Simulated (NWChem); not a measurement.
Molecule: TiH2SO2; SMILES [OH][Ti]([OH])=[S]

```xyz
6

Ti    -0.2621    -0.3317     0.0000
S      0.0852     1.7250     0.0000
O      0.2110    -1.1774    -1.5245
H      0.5134    -0.7322    -2.3372
O      0.2110    -1.1774     1.5245
H      0.5134    -0.7322     2.3372
```
Atoms are numbered in this order, from 1.

All runs: NWChem. Medium grid unless said otherwise, to which SCAN and Minnesota functionals are sensitive. Geometry: optimised at PBE-D3(BJ)/def2-SVP. B3LYP is NWChem's, with the RPA form of VWN correlation.

**Question.** Order these by “orbital gap (eV)”, lowest first: B3LYP/def2-SVP; CAM-B3LYP/def2-SVP; r2SCAN0/def2-SVP; MN15-L/def2-SVP.

**Answer.** MN15-L/def2-SVP (2.96), B3LYP/def2-SVP (3.64), r2SCAN0/def2-SVP (4.54), CAM-B3LYP/def2-SVP (6.45)
